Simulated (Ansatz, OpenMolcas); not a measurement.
# B2H4F2 (SMILES [BH2-]1[F+][BH2-][F+]1): methods side by side

B2H4F2 has 8 atoms, charge 0, and is taken as a singlet. As SMILES, `[BH2-]1[F+][BH2-][F+]1`. The shape is that of a PBE0-D4/def2-TZVP optimisation.

Each level gives the vertical energy of the triplet above the singlet (eV). The values are calculated.

```csv
level,kind,program,value (eV),CPU time (all runs)
HF/cc-pVDZ,Hartree–Fock,Ansatz,8.86,4.4 s
SVWN5/cc-pVDZ,LDA,Ansatz,6.27,3.5 s
TPSS/cc-pVDZ,meta-GGA,OpenMolcas,6.90,80 s
PBE0/cc-pVDZ,global hybrid,OpenMolcas,7.34,46 s
wB97X/cc-pVDZ,range-separated hybrid,Ansatz,8.09,44 s
PBE-QIDH/cc-pVDZ,double hybrid,Ansatz,8.23,9.6 s
MP2/cc-pVDZ,perturbation theory,Ansatz,8.49,4 s
BCCD(T)/cc-pVDZ,coupled cluster or CI,Ansatz,8.24,47 s
```

The values span 6.27 to 8.86 eV. A triplet this far above the singlet is often a Rydberg-like or dissociative state; sets without diffuse functions put Rydberg states too high. Times are those of the runs behind each value, whatever else they computed, on shared processors of several kinds: orders of magnitude only.
